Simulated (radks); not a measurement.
Values are calculated unless marked as measured or tabulated.
Dipole-allowed excitations along the series with 18 electrons in [Ar]. Level of theory: scalar-relativistic Kohn-Sham, PBE, spin-polarised, spherical densities, finite nucleus; Fermi nuclear charge, rms radius of each element as measured or else 0.836 A^(1/3) + 0.57 fm (a radial shooting solver on a logarithmic mesh with Libxc functionals). Time-dependent linear response with the Hartree and adiabatic LDA kernel, continuum included through the Sternheimer equations, no spin-orbit coupling, so fine structure and intercombination lines are absent. Lines are the poles of the dipole polarisability below minus the highest occupied eigenvalue, found on a grid refined at the orbital gaps; the lowest seven at most are given, and weak or close lines can be missed. The first line takes the name of the lowest orbital gap if no other gap lies below it; otherwise a line is named after a gap within 0.6 % of it, if that gap stands alone.

species  -e(HOMO) (eV)  lowest orbital gap (eV)  first line (eV)      f  strongest line (eV)  its f  static alpha (bohr^3)
Ca2+            43.060             3p-3d 27.126   28.612 (3p-4s)  0.478  33.423 (unassigned)   3.01                  3.331
Sc3+            64.603             3p-3d 32.301   39.742 (3p-4s)  0.978  41.968 (unassigned)   3.54                  2.154
Ti4+            89.413             3p-3d 37.148   48.820 (3p-3d)   4.36            the first   4.36                  1.489
V5+             117.43             3p-3d 41.822   55.225 (3p-3d)   3.88            the first   3.88                  1.079
